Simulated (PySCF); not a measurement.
# Reading the logs of faulty runs: BH6OSi2 cation

All numbers below are calculated, not measured. The program is PySCF 2.14.0, an open-source quantum chemistry code, run on an isolated molecule that a program drew, which may never have been made. The molecule is BH6OSi2 cation (charge +1, singlet), drawn as the SMILES string `B[SiH+]O[SiH3]`.

Each row is a Hartree-Fock (HF) and frozen-core CCSD(T) single point in the cc-pV(D+d)Z basis, meant for a local HF minimum. Run 1 is clean. Each other run has one planted mistake out of seven kinds, and not every kind appears here: one electron removed, one electron added, multiplicity raised by two, geometry at a saddle point, minimal basis STO-3G, one bond length entered in bohr, all coordinates scaled. The reference is restricted for singlets and unrestricted otherwise, and also for a bond in bohr. Adding or removing an electron swaps singlet and doublet. Electrons count all cores. HOMO and LUMO are orbital energies over both spins, the gradient is its largest component, and the lowest frequency (negative if imaginary) is given only where the gradient is small. Bond lengths are over the 9 bonds as drawn. T1 is the CCSD diagnostic: over 0.02 (restricted) or 0.045 (unrestricted) a single reference is doubtful.

Geometry of the clean run:
```xyz
10
BH6OSi2 cation, angstrom
B    -1.2280   -0.2864    0.4019
Si    0.6980    0.0486   -0.1551
O     1.0600    0.1087   -1.6683
Si    1.8318    0.2404   -3.2158
H    -1.9434    0.6516    0.5542
H    -1.5835   -1.4107    0.5580
H     1.8089    0.2443    0.7810
H     3.2493    0.4878   -2.9322
H     1.1649    1.3682   -3.8711
H     1.5859   -1.0488   -3.8668
```

| run | electrons | basis functions | <S^2> | HOMO (eV) | LUMO (eV) | gradient (hartree/bohr) | lowest frequency (cm^-1) | mean bond (Å) | longest bond (Å) | T1 | HF (hartree) | CCSD(T) (hartree) | mistake |
|---|---|---|---|---|---|---|---|---|---|---|---|---|---|
| 1 | 46 | 104 | 0.000 | -16.96 | -4.24 | 1.4e-05 | 31 | 1.5073 | 2.033 | 0.0151 | -680.69710 | -681.19813 | no fault |
| 2 | 46 | 104 | 0.000 | -16.51 | -4.37 | 4.7e-02 | - | 1.6052 | 2.165 | 0.0183 | -680.66250 | -681.17549 | all coordinates scaled |
| 3 | 47 | 104 | 0.760 | -6.03 | 1.15 | 7.0e-02 | - | 1.5073 | 2.033 | 0.0162 | -680.88108 | -681.40496 | one electron added |
| 4 | 46 | 104 | 0.832 | -13.71 | -4.30 | 8.5e-03 | - | 1.6521 | 2.768 | 0.0465 | -680.57929 | -681.07037 | one bond length entered in bohr |
| 5 | 46 | 104 | 2.017 | -13.27 | -7.89 | 3.6e-02 | - | 1.5073 | 2.033 | 0.0241 | -680.54633 | -681.05078 | ? |
| 6 | 45 | 104 | 0.793 | -22.02 | -14.18 | 7.8e-02 | - | 1.5073 | 2.033 | 0.0579 | -680.10938 | -680.60533 | ? |

**Which mistake was planted in run 5, and what did it cost?**

Electrons, basis and geometry are unchanged, and <S^2> is 2.017, beside S(S+1) = 2.00 for a multiplicity of 3. So the mistake is: multiplicity raised by two. Subtracting run 1 and multiplying by 627.51 kcal/mol a hartree, the energy moved by 94.6 kcal/mol in HF and 92.5 kcal/mol in CCSD(T).

**Which mistake was planted in run 6, and what did it cost?**

It counts 45 electrons, one fewer than the clean run, at the same geometry and basis. So the mistake is: one electron removed. Subtracting run 1 and multiplying by 627.51 kcal/mol a hartree, the energy moved by 368.8 kcal/mol in HF and 372.0 kcal/mol in CCSD(T).

Cautions from the logs. Run 4: T1 is over the limit, so its CCSD(T) energy is less reliable; run 6: T1 is over the limit, so its CCSD(T) energy is less reliable.
